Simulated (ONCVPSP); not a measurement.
**terbium: variants of one ONCV potential**

Base potential:

| Item | Value |
| --- | --- |
| Element | terbium |
| Generator | ONCVPSP 4.0.1 |
| Type | optimised norm-conserving Vanderbilt (ONCV) |
| Functional | PBEsol |
| Relativity | scalar-relativistic |
| Frozen core | [Kr] 4d10 4f8 |
| Valence charge | 11 |
| Reference configuration | 5s2 5p6 5d1 6s1.5 (charge +0.5) |
| Partial waves | 5s+6s: rc 2.45 bohr, ncon 4, nbas 9, qcut 5.7 1/bohr, 3 projectors, debl 3 Ha; 5p: rc 1.70 bohr, ncon 4, nbas 8, qcut 5.7 1/bohr, 1 projector; 5d: rc 3.30 bohr, ncon 5, nbas 10, qcut 3.7 1/bohr, 3 projectors, debl 0.8 Ha |
| Local potential | polynomial inside 1.40 bohr (lpopt 1, dvloc0 0 Ha) |
| Core correction | Teter function, fcfact 3.25, rcfact 1.4 |

All-electron outer shells of the reference configuration (PBEsol, scalar-relativistic, ld1.x):

```tsv
shell	level (eV)	outermost node (bohr)	outermost maximum (bohr)
5s	-54.36	0.64	1.18
5p	-30.96	0.69	1.33
4f	-12.06	–	0.55
6s	-6.75	1.57	3.24
5d	-5.28	0.77	1.92
```

Cutoffs, loose and tight: the cutoffs (Ha) at which the residual kinetic energy of the hardest occupied pseudo-wave falls to 1 and 0.1 mHa per electron. They do not see the model core or the augmentation charge, which bear on the density cutoff. Test errors are all-electron minus pseudo excitation energies from the reference, over the configurations 5s2 5p6 5d1 6s2; 5s2 5p6 5d1 6s1; 5s2 5p6 5d1 6s0; 5s2 5p6 5d2 6s0. A dash means not determined; rows that change the core or the reference have their own tests.

| change | outcome | cutoff, loose | cutoff, tight | bound ghosts | GHOST(+) flags above zero | largest test error (meV) |
| --- | --- | --- | --- | --- | --- | --- |
| base | generated | 15 Ha | 57 Ha | none | s | +17 |
| d: rc 3.6 | generated | 15 Ha | 57 Ha | none | s | +27 |
| s: nbas 7 | generated | 15 Ha | 57 Ha | none | s | +17 |
| core correction none | generated | 15 Ha | 57 Ha | none | s | +20 |
| all radii but the core radius scaled by about 1.10 (s 2.68, p 1.86, d 3.62 bohr); local potential polynomial inside 1.54 bohr (lpopt 1, dvloc0 0 Ha) | generated | 13 Ha | 18 Ha | none | s | +26 |
| core [Kr] 4d10, valence charge 19; reference 4f8 5s2 5p6 5d1 6s2; waves now 5s+6s: rc 2.25 bohr, ncon 4, nbas 8, qcut 6.5 1/bohr, 2 projectors; 5p: rc 0.55 bohr, ncon 3, nbas 6, qcut 12.6 1/bohr, 1 projector; 5d: rc 2.60 bohr, ncon 5, nbas 10, qcut 6.6 1/bohr, 2 projectors, debl 3.2 Ha; 4f: rc 0.85 bohr, ncon 4, nbas 8, qcut 21.8 1/bohr, 2 projectors, debl 1.9 Ha; local potential polynomial inside 0.50 bohr (lpopt 5, dvloc0 1 Ha) | failed: oncvpsp: lschvkbb ERROR 2 1 100 | – | – | – | – | – |
| p: qcut 5.6 | generated | 15 Ha | 60 Ha | none | s | +17 |
| functional LDA (Perdew-Wang 92) | generated | 15 Ha | 57 Ha | none | s | +10 |
| core correction Teter function, fcfact 3.25, rcfact 1.08 | generated | 15 Ha | 57 Ha | none | s | +19 |
| core correction Teter function, fcfact 3.1, rcfact 1.4 | generated | 15 Ha | 57 Ha | none | s | +17 |
| local potential polynomial inside 1.40 bohr (lpopt 1, dvloc0 6 Ha) | generated | 15 Ha | 57 Ha | none | s | +17 |
